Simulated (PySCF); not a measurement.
C₆H₁₀N₂.
Cartesian coordinates in Å at the GFN2-xTB level; atoms count from 1:
```xyz
18
C6H10N2 angstrom
C     -2.6374    0.1072   -0.8374
C     -1.8061   -0.8586    0.0085
C     -0.4536   -0.2990    0.2905
C     -0.0969    0.6557    1.2601
C      1.2537    0.8445    1.0862
N      1.6352    0.0402    0.0746
C      2.9486   -0.1205   -0.4775
N      0.6098   -0.6540   -0.4123
H     -2.1420    0.2941   -1.7873
H     -3.6210   -0.3131   -1.0347
H     -2.7626    1.0568   -0.3214
H     -1.6885   -1.8018   -0.5264
H     -2.3203   -1.0517    0.9531
H     -0.7370    1.1247    1.9792
H      1.9513    1.4762    1.5995
H      3.6585    0.4679    0.1002
H      3.2365   -1.1726   -0.4487
H      2.9631    0.2103   -1.5179
```

Computed at PBE0/pcSseg-1 (PySCF, non-relativistic), with Q(14N) = 0.02044 b: N6, 14N (I = 1): χzz = -3.494 MHz, η = 0.339; N8, 14N (I = 1): χzz = -4.727 MHz, η = 0.712.

Q: Where would the pure quadrupole (NQR) lines of 14N at N6 fall for the rigid, isolated species?

A: From ν± = (3/4)|χ|(1 ± η/3) and ν0 = |χ|η/2: ν+ 2.917 MHz, ν− 2.324 MHz, ν0 0.593 MHz (pyrrole-type nitrogen).

Q: Where would the pure quadrupole (NQR) lines of 14N at N8 fall for the rigid, isolated species?

A: From ν± = (3/4)|χ|(1 ± η/3) and ν0 = |χ|η/2: ν+ 4.387 MHz, ν− 2.703 MHz, ν0 1.683 MHz (pyridine-type nitrogen).

In a crystal, neighbours and librations shift these lines. GFN2-xTB bond lengths can be off by several hundredths of an ångström, more for odd bonds, and the gradients follow them. The basis is small and wasn't made for field gradients, so the couplings can be 20 % off.

One conformer stands for the species.
